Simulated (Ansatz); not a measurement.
A made-up structure of Si2H3ClO, singlet:

```xyz
7
angstrom
O -1.1425 1.3587 -0.4945
Si -0.3931 -0.0524 -0.2069
Si 1.7640 -0.2973 0.3429
Cl -1.4873 -1.5131 -1.1453
H -1.9442 1.3679 -1.0242
H 1.7081 0.7231 1.4512
H -0.7862 2.1895 -0.1430
```

It is relaxed with PBE-D4/def2-SVP and then PBE0-D4/def2-TZVP (Ansatz 0.2.0). Atoms count as bonded within 1.22 times the sum of their covalent radii (H–H: 0.88 Å). The end point is not checked to be a true minimum.

Question: Does its bonding change? (Judge from chemistry; the calculation decides.)

Answer: Computed: No: no bond forms or breaks.

Where it ends: The first stage lowers the energy by 1.78 eV in 16 steps. It ends as Si₂H₃ClO ([OH2][Si]([SiH])[Cl]):
| atom | x (Å) | y (Å) | z (Å) |
| --- | --- | --- | --- |
| O1 | -1.2175 | 1.2756 | -0.1905 |
| Si2 | -0.1821 | -0.3911 | -0.2040 |
| Si3 | 1.7998 | -0.3032 | 0.6162 |
| Cl4 | -1.6592 | -1.3791 | -1.2735 |
| H5 | -1.6020 | 1.5106 | -1.0470 |
| H6 | 1.1579 | 1.1072 | 0.8028 |
| H7 | -0.5780 | 1.9563 | 0.0762 |

Labels in which every atom is bracketed show which atoms are joined, not bond orders.

For scale, one of the runs: PBE0-D4/def2-TZVP relaxation, 160 basis functions, launched by `ansatz run in.yaml --threads 2 --pin off --events-out ev --progress --plain --max-ram 4352MiB`. The run took about 41 s on 2 CPU threads of an Arm Neoverse V1 (shared host).
